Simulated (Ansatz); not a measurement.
Steps of a relaxation of C9H18O2, SMILES `CCCCOC(=O)CCCC` with RKS PBE-D4/def2-SVP.

```sh
$ ansatz run in.yaml --threads 4 --pin off --events-out ev --progress --plain --max-ram 41984MiB --backend cuda --devices 0, --max-vram 37GiB
```

```yaml
crystal:
  periodic: [false, false, false]
  atoms:
    - {symbol: C, position_ang: [-1.581250, -1.836410, -0.998470]}
    - {symbol: C, position_ang: [-1.709290, -1.216900, 0.388320]}
    - {symbol: C, position_ang: [-2.706440, -0.058350, 0.448310]}
    - {symbol: C, position_ang: [-2.309700, 1.140510, -0.411910]}
    - {symbol: O, position_ang: [-1.053660, 1.674550, 0.006680]}
    - {symbol: C, position_ang: [-0.014160, 1.563050, -0.823900]}
    - {symbol: O, position_ang: [-0.077370, 1.097300, -1.932510]}
    - {symbol: C, position_ang: [1.246380, 2.081370, -0.172510]}
    - {symbol: C, position_ang: [1.845140, 1.006520, 0.745150]}
    - {symbol: C, position_ang: [2.325660, -0.217200, -0.032140]}
    - {symbol: C, position_ang: [2.864560, -1.297120, 0.897860]}
    - {symbol: H, position_ang: [-1.139640, -1.135550, -1.702190]}
    - {symbol: H, position_ang: [-0.942690, -2.716000, -0.955560]}
    - {symbol: H, position_ang: [-2.556720, -2.138740, -1.374090]}
    - {symbol: H, position_ang: [-0.730610, -0.864550, 0.719930]}
    - {symbol: H, position_ang: [-2.038180, -1.982600, 1.095210]}
    - {symbol: H, position_ang: [-3.687010, -0.398210, 0.109790]}
    - {symbol: H, position_ang: [-2.799640, 0.275220, 1.484060]}
    - {symbol: H, position_ang: [-3.043730, 1.943450, -0.296110]}
    - {symbol: H, position_ang: [-2.240020, 0.863530, -1.467470]}
    - {symbol: H, position_ang: [0.998510, 2.965680, 0.414750]}
    - {symbol: H, position_ang: [1.959850, 2.342660, -0.954220]}
    - {symbol: H, position_ang: [2.686230, 1.440930, 1.290270]}
    - {symbol: H, position_ang: [1.093110, 0.708180, 1.479530]}
    - {symbol: H, position_ang: [3.108600, 0.086810, -0.729930]}
    - {symbol: H, position_ang: [1.503150, -0.623540, -0.622800]}
    - {symbol: H, position_ang: [3.200560, -2.158490, 0.326290]}
    - {symbol: H, position_ang: [3.705060, -0.919730, 1.476490]}
    - {symbol: H, position_ang: [2.093300, -1.626360, 1.591140]}
basis:
  gaussian: {orbitals: def2-SVP}
hamiltonian: {xc: pbe, dispersion: d4}
relax: {f_tol: 0.03, max_steps: 200}
```

Positions (Å) and forces (eV/Å) along the path, 6 of 7 steps:

```xyz
29
step=1 energy=-13694.6711 eV
C    -1.581   -1.836   -0.998    0.061    0.197    0.611
C    -1.709   -1.217    0.388   -0.489    0.134   -0.572
C    -2.706   -0.058    0.448    0.853    0.194   -0.253
C    -2.310    1.141   -0.412   -0.257   -0.403    0.265
O    -1.054    1.675    0.007   -0.457    0.188    0.855
C    -0.014    1.563   -0.824    0.734    0.659    0.318
O    -0.077    1.097   -1.933   -0.009   -0.608   -1.283
C     1.246    2.081   -0.173   -0.270   -0.464    0.258
C     1.845    1.007    0.745    0.033   -0.037   -0.831
C     2.326   -0.217   -0.032    0.039   -0.028    0.916
C     2.865   -1.297    0.898   -0.207    0.411   -0.538
H    -1.140   -1.136   -1.702    0.277    0.420   -0.524
H    -0.943   -2.716   -0.956    0.397   -0.595   -0.079
H    -2.557   -2.139   -1.374   -0.629   -0.257   -0.314
H    -0.731   -0.865    0.720    0.564    0.142    0.314
H    -2.038   -1.983    1.095   -0.080   -0.387    0.459
H    -3.687   -0.398    0.110   -0.635   -0.158   -0.139
H    -2.800    0.275    1.484   -0.185    0.194    0.587
H    -3.044    1.943   -0.296   -0.325    0.390    0.012
H    -2.240    0.864   -1.467    0.009   -0.047   -0.489
H     0.999    2.966    0.415   -0.106    0.538    0.281
H     1.960    2.343   -0.954    0.310    0.177   -0.442
H     2.686    1.441    1.290    0.433    0.234    0.391
H     1.093    0.708    1.480   -0.375   -0.133    0.487
H     3.109    0.087   -0.730    0.380    0.175   -0.508
H     1.503   -0.624   -0.623   -0.428   -0.206   -0.440
H     3.201   -2.158    0.326    0.262   -0.636   -0.283
H     3.705   -0.920    1.476    0.571    0.173    0.442
H     2.093   -1.626    1.591   -0.473   -0.268    0.501
29
step=2 energy=-13694.8303 eV
C    -1.574   -1.868   -1.011   -0.026    0.150    0.230
C    -1.709   -1.230    0.375   -0.103    0.069   -0.191
C    -2.692   -0.052    0.454    0.245    0.049   -0.191
C    -2.330    1.159   -0.407   -0.127   -0.230    0.073
O    -1.070    1.709    0.004   -0.135    0.214    0.314
C    -0.027    1.629   -0.849    0.387   -0.300    0.006
O    -0.086    1.141   -1.963   -0.033    0.033   -0.221
C     1.243    2.109   -0.178   -0.070   -0.104   -0.023
C     1.848    1.019    0.731   -0.021   -0.103   -0.165
C     2.326   -0.233   -0.013   -0.002    0.040    0.187
C     2.871   -1.321    0.914   -0.120    0.248   -0.151
H    -1.136   -1.166   -1.739    0.072    0.126   -0.156
H    -0.922   -2.756   -0.972    0.112   -0.160   -0.006
H    -2.558   -2.191   -1.394   -0.176   -0.083   -0.101
H    -0.716   -0.888    0.721    0.187    0.029    0.095
H    -2.036   -1.996    1.102   -0.034   -0.107    0.142
H    -3.695   -0.388    0.132   -0.218   -0.041   -0.017
H    -2.786    0.280    1.505   -0.040    0.036    0.171
H    -3.077    1.962   -0.273   -0.102    0.097    0.009
H    -2.272    0.900   -1.479    0.008   -0.020   -0.144
H     1.010    3.007    0.419    0.012    0.140    0.105
H     1.959    2.376   -0.972    0.102    0.085   -0.136
H     2.698    1.457    1.285    0.123    0.099    0.118
H     1.094    0.734    1.489   -0.114   -0.025    0.164
H     3.107    0.063   -0.739    0.113    0.033   -0.174
H     1.495   -0.644   -0.614   -0.142   -0.069   -0.148
H     3.213   -2.202    0.345    0.063   -0.157   -0.089
H     3.726   -0.949    1.505    0.168    0.039    0.140
H     2.096   -1.659    1.623   -0.130   -0.088    0.158
29
step=3 energy=-13694.8458 eV
C    -1.578   -1.861   -1.021   -0.007    0.014    0.017
C    -1.714   -1.232    0.370   -0.003   -0.001   -0.022
C    -2.698   -0.054    0.455   -0.012    0.008   -0.046
C    -2.339    1.156   -0.408   -0.050   -0.102    0.001
O    -1.072    1.702    0.009    0.046   -0.013    0.094
C    -0.015    1.591   -0.837   -0.026    0.288   -0.370
O    -0.083    1.141   -1.970    0.023   -0.040    0.253
C     1.249    2.107   -0.178   -0.017   -0.141    0.041
C     1.866    1.025    0.733    0.043    0.011    0.008
C     2.326   -0.234   -0.013    0.014    0.007    0.048
C     2.871   -1.316    0.922   -0.008    0.009   -0.031
H    -1.151   -1.145   -1.756   -0.019   -0.030    0.031
H    -0.908   -2.746   -0.993   -0.021    0.035   -0.005
H    -2.563   -2.202   -1.409    0.039    0.012    0.014
H    -0.714   -0.894    0.726   -0.029   -0.012   -0.010
H    -2.039   -2.004    1.101    0.008    0.015   -0.025
H    -3.714   -0.387    0.141    0.028   -0.001    0.023
H    -2.790    0.278    1.512    0.003   -0.008   -0.027
H    -3.088    1.964   -0.275    0.035   -0.016   -0.002
H    -2.279    0.899   -1.486    0.003    0.018    0.027
H     1.009    3.008    0.423   -0.016   -0.035   -0.037
H     1.957    2.388   -0.984   -0.031   -0.022    0.028
H     2.726    1.472    1.278   -0.014   -0.029   -0.012
H     1.120    0.749    1.514    0.030    0.016   -0.030
H     3.101    0.050   -0.761   -0.032   -0.018    0.028
H     1.481   -0.645   -0.609    0.026    0.009    0.022
H     3.208   -2.210    0.357   -0.007    0.024    0.027
H     3.737   -0.948    1.514   -0.033   -0.011   -0.021
H     2.096   -1.652    1.646    0.027    0.014   -0.026
29
step=4 energy=-13694.8497 eV
C    -1.560   -1.843   -1.025   -0.011   -0.002    0.003
C    -1.708   -1.229    0.370    0.011    0.000    0.001
C    -2.697   -0.056    0.459   -0.001    0.001   -0.019
C    -2.346    1.154   -0.403   -0.002   -0.011   -0.016
O    -1.079    1.709    0.006    0.085   -0.032    0.042
C    -0.021    1.593   -0.843   -0.062    0.177   -0.124
O    -0.090    1.126   -1.967    0.002   -0.050    0.064
C     1.245    2.100   -0.185   -0.005   -0.076    0.029
C     1.862    1.021    0.730    0.021    0.002    0.016
C     2.318   -0.241   -0.010    0.003    0.002    0.001
C     2.866   -1.319    0.927    0.000    0.007   -0.005
H    -1.135   -1.119   -1.750   -0.016   -0.020    0.018
H    -0.885   -2.723   -1.001   -0.009    0.014   -0.003
H    -2.540   -2.188   -1.421    0.020    0.006    0.003
H    -0.713   -0.890    0.735   -0.013   -0.004   -0.005
H    -2.035   -2.009    1.091    0.000    0.006   -0.010
H    -3.712   -0.393    0.149    0.004   -0.002    0.008
H    -2.788    0.275    1.516    0.007   -0.012   -0.014
H    -3.090    1.964   -0.264   -0.030   -0.012   -0.003
H    -2.293    0.899   -1.482    0.016    0.015    0.018
H     1.011    3.005    0.409   -0.007   -0.014   -0.013
H     1.953    2.371   -0.994   -0.006   -0.001    0.009
H     2.725    1.468    1.270   -0.005   -0.009   -0.006
H     1.120    0.751    1.514    0.005    0.015   -0.011
H     3.090    0.039   -0.761   -0.013   -0.012    0.008
H     1.472   -0.655   -0.601    0.010    0.006    0.012
H     3.200   -2.215    0.366   -0.004    0.010    0.012
H     3.734   -0.947    1.511   -0.012   -0.007   -0.005
H     2.095   -1.648    1.656    0.011    0.002   -0.010
29
step=5 energy=-13694.8517 eV
C    -1.560   -1.847   -1.030   -0.003   -0.004    0.003
C    -1.701   -1.232    0.365    0.005   -0.001   -0.004
C    -2.689   -0.059    0.458   -0.002    0.001   -0.001
C    -2.342    1.156   -0.399   -0.005   -0.001   -0.014
O    -1.075    1.714    0.009    0.029    0.001    0.019
C    -0.022    1.607   -0.847   -0.014   -0.013   -0.036
O    -0.092    1.130   -1.966   -0.003    0.015    0.031
C     1.248    2.103   -0.188   -0.002    0.001   -0.003
C     1.860    1.024    0.729    0.001   -0.002    0.003
C     2.310   -0.243   -0.008    0.001    0.002    0.005
C     2.858   -1.317    0.931    0.001   -0.003   -0.001
H    -1.140   -1.123   -1.757   -0.006   -0.007    0.008
H    -0.884   -2.726   -1.009   -0.005    0.008   -0.004
H    -2.541   -2.194   -1.420    0.011    0.004    0.005
H    -0.705   -0.895    0.727   -0.009   -0.003   -0.009
H    -2.026   -2.012    1.088    0.000    0.006   -0.006
H    -3.705   -0.396    0.151    0.008    0.003    0.004
H    -2.777    0.268    1.517    0.003   -0.004   -0.006
H    -3.092    1.960   -0.256   -0.007   -0.012   -0.001
H    -2.289    0.906   -1.479    0.011    0.006    0.011
H     1.018    3.010    0.406    0.000   -0.004   -0.006
H     1.957    2.371   -0.996   -0.003    0.001    0.009
H     2.727    1.468    1.266   -0.005   -0.004   -0.008
H     1.118    0.760    1.515    0.006    0.006   -0.011
H     3.079    0.031   -0.764   -0.010   -0.006    0.009
H     1.460   -0.656   -0.594    0.006    0.003    0.010
H     3.188   -2.217    0.373   -0.002    0.005    0.008
H     3.729   -0.946    1.512   -0.010   -0.002   -0.006
H     2.089   -1.643    1.664    0.006    0.003   -0.007
29
step=7 energy=-13694.8526 eV
C    -1.568   -1.852   -1.047   -0.002    0.001   -0.003
C    -1.689   -1.240    0.351   -0.001   -0.002    0.000
C    -2.674   -0.067    0.461    0.002   -0.002    0.004
C    -2.334    1.154   -0.390   -0.004    0.001    0.006
O    -1.067    1.714    0.018   -0.015    0.001   -0.004
C    -0.021    1.614   -0.847    0.012   -0.025    0.022
O    -0.098    1.139   -1.966   -0.002    0.011   -0.020
C     1.253    2.109   -0.195    0.004    0.009   -0.006
C     1.864    1.033    0.727   -0.005    0.003    0.005
C     2.294   -0.246    0.001   -0.001    0.002   -0.004
C     2.844   -1.313    0.947    0.000   -0.003    0.005
H    -1.162   -1.125   -1.779    0.003    0.002   -0.002
H    -0.889   -2.728   -1.040    0.001   -0.001   -0.001
H    -2.554   -2.200   -1.422   -0.002   -0.002    0.000
H    -0.688   -0.905    0.699    0.001    0.000    0.001
H    -2.005   -2.021    1.075    0.002   -0.001    0.001
H    -3.693   -0.401    0.161   -0.001    0.001   -0.001
H    -2.752    0.251    1.522    0.000    0.001    0.000
H    -3.088    1.953   -0.240    0.008    0.003    0.001
H    -2.280    0.912   -1.470   -0.004   -0.003   -0.003
H     1.027    3.019    0.395    0.001    0.004    0.000
H     1.960    2.373   -1.005    0.002   -0.003   -0.002
H     2.739    1.476    1.251    0.001    0.000   -0.001
H     1.125    0.786    1.521    0.001   -0.001    0.001
H     3.057    0.011   -0.767   -0.001    0.000    0.000
H     1.435   -0.660   -0.569    0.000   -0.001   -0.001
H     3.163   -2.221    0.398   -0.001    0.001    0.000
H     3.722   -0.941    1.516    0.001    0.001    0.001
H     2.079   -1.625    1.690   -0.001    0.001    0.001
```

It took 28 s on 4 threads of an AMD EPYC 7R13 on a shared host and a share of an NVIDIA H100 80 GB, with 0.91 GiB of host memory at the peak.
